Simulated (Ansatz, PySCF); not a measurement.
Stepwise substitution at one centre (Ge N(CH3)2-H). Isolated molecules, 0 K electronic values unless said otherwise. One relaxed conformer stands for each flexible species; it need not be the lowest. Strings in code marks are SMILES.

Quantity: vertical ionisation energy (energy after one electron is removed minus that of the parent at the parent's geometry), in eV.

Level 1: frozen-core CCSD(T)/cc-pVDZ // r2SCAN-D4/def2-SVP (Ansatz, an electronic-structure program)
Level 2: r2SCAN-D4/def2-TZVP // r2SCAN-D4/def2-SVP (PySCF)
Level 3: PBE/6-31G* // r2SCAN-D4/def2-SVP (PySCF)
Level 4: minus the HOMO energy of B3LYP/6-31G* // r2SCAN-D4/def2-SVP (PySCF)

```json
[
 {"species": "`[GeH4]`", "level 2": "12.09", "level 3": "11.91", "level 4": "9.38"}
]
```

Question: What does level 1 give for each?

Answer: 
- `[GeH4]`: 12.32
